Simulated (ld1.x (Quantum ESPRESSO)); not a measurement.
# Building the TM potential for gold (Au) (BP86, fully relativistic).

Au (Z = 79), norm-conserving Troullier–Martins (Kleinman–Bylander form), made with ld1.x (Quantum ESPRESSO) 7.5 (BP86, fully relativistic). Core [Kr] 4d10 4f14 5s2, reference 5p6 5d10 6s1 6p0. Waves: 5p (bound): rc 1.35 bohr; 5d (bound): rc 1.45 bohr; 6s (bound): rc 1.70 bohr. Local part: the s channel. Core correction: none.

Open shells are filled in proportion to 2j + 1 (rel_dist='average').

All-electron outer shells of the reference configuration (BP86, scalar-relativistic, ld1.x):

```tsv
shell	level (eV)	outermost node (bohr)	outermost maximum (bohr)
5s	-108.58	0.48	0.84
4f	-81.33	–	0.37
5p	-59.94	0.52	0.96
5d	-7.01	0.56	1.21
6s	-5.94	1.11	2.32
6p	-0.80	1.32	3.55
```

Q: Estimate the cutoffs (Ry, on a coarse ladder) from which the occupation-weighted sum of valence levels, in a spherical-Bessel basis at the reference potential, stays within 10 and 1 mRy of its value at 400 Ry.

A: 100 Ry and 140 Ry.

Q: What does a ghost test show?

A: No extra level below or beside the all-electron valence levels (p1/2, p3/2, d3/2, d5/2, s, f tested).

Q: Which valence shell sets the plane-wave cutoff?

A: 5p: its level needs 110 Ry to come within 1 mRy, against 70 Ry for 6s.

Q: Tests: 5p6 5d10 6s0 6p0; 5p6 5d9 6s0 6p0; 5p6 5d8 6s0 6p0; 5p6 5d9 6s1 6p1; 5p6 5d9 6s2 6p0; 5p6 5d10 6s0.5 6p0; 5p6 5d10 6s0 6p1. Which has the largest error in its energy relative to the reference configuration, and how large is it?

A: 5p6 5d9 6s1 6p1, with -535 meV (all-electron minus pseudo) on +7.46 eV.
